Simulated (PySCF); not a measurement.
C8H6ClP.
Atom-mapped SMILES: `[CH:1]#[C:2][PH:3][c:4]1[cH:5][cH:6][c:7]([Cl:8])[cH:9][cH:10]1` (hydrogens: H11 on C1; H12 on P3; H13 on C5; H14 on C6; H15 on C9; H16 on C10)

Geometry (PBE0-D3(BJ)/def2-SVP, Å), atoms numbered from 1 in this order:
```xyz
16
C8H6ClP angstrom
C     -4.066   -1.148    1.855
C     -3.586   -1.007    0.747
P     -2.984   -0.944   -0.916
C     -1.162   -0.855   -0.660
C     -0.551   -0.645    0.580
C      0.836   -0.604    0.691
C      1.621   -0.768   -0.450
Cl     3.346   -0.712   -0.317
C      1.032   -0.983   -1.695
C     -0.355   -1.037   -1.790
H     -4.488   -1.267    2.837
H     -3.225    0.451   -1.119
H     -1.167   -0.514    1.473
H      1.315   -0.442    1.658
H      1.661   -1.119   -2.577
H     -0.815   -1.228   -2.764
```

Level of theory: PySCF, TDDFT CAM-B3LYP/def2-SVPD, vertical, gas phase, core orbitals frozen in the response.

Frontier orbitals with the atoms that hold most of them (Löwdin shares over 4%, at most four atoms; ? is withheld):

```json
{"orbital": "HOMO-3", "ε (eV)": "-9.80", "atoms": "C2 40%, C1 38%, P3 6%"}
{"orbital": "HOMO-2", "ε (eV)": "-9.10", "atoms": "C6 23%, C10 19%, C5 19%, C9 17%"}
{"orbital": "HOMO-1", "ε (eV)": "-8.96", "atoms": "?"}
{"orbital": "HOMO", "ε (eV)": "-8.09", "atoms": "?"}
{"orbital": "LUMO", "ε (eV)": "-0.01", "atoms": "C4 18%, C7 18%, C5 10%, C10 10%"}
{"orbital": "LUMO+1", "ε (eV)": "0.22", "atoms": "C5 18%, C9 18%, C10 17%, C6 17%"}
{"orbital": "LUMO+2", "ε (eV)": "0.76", "atoms": "P3 22%, C1 20%, C2 19%, C4 7%"}
```

Task: Which atoms hold the HOMO, and with what shares?

Result: P3 (bonded to 2 C and H) 26%; C4 (bonded to 2 C and P) 13%; C7 (bonded to 2 C and Cl) 10%; Cl8 (bonded to C) 9%. By element: phosphorus 26%, carbon 23% or more, chlorine 9%.

Task: Give the leading atoms of the HOMO-1.

Result: P3 (bonded to 2 C and H) 17%; Cl8 (bonded to C) 15%; C4 (bonded to 2 C and P) 12%; C2 (bonded to C and P) 12%. By element: carbon 24% or more, phosphorus 17%, chlorine 15%.

Task: The HOMO–LUMO gap is 8.08 eV. Where does the response calculation put the lowest singlet, and from which orbitals?

Result: S1 is at 5.12 eV (f = 0.0085), 2.96 eV below the gap, made of HOMO→LUMO+1 (57%), HOMO-2→LUMO (25%). Its leading pair isn't HOMO and LUMO; the energies of that pair differ by 8.31 eV. 

Next come S2 at 5.18 eV (f 0.120), HOMO→LUMO (46%), HOMO→LUMO+2 (22%); S3 at 5.50 eV (f 0.106), HOMO→LUMO (41%), HOMO→LUMO+2 (32%); S4 at 5.96 eV (f 0.062), HOMO→LUMO+3 (38%), HOMO-1→LUMO (14%), HOMO-3→LUMO+2 (12%); S5 at 6.11 eV (f 0.016), HOMO-1→LUMO (38%), HOMO-1→LUMO+1 (16%), HOMO-2→LUMO (14%).

One conformer stands for the species.
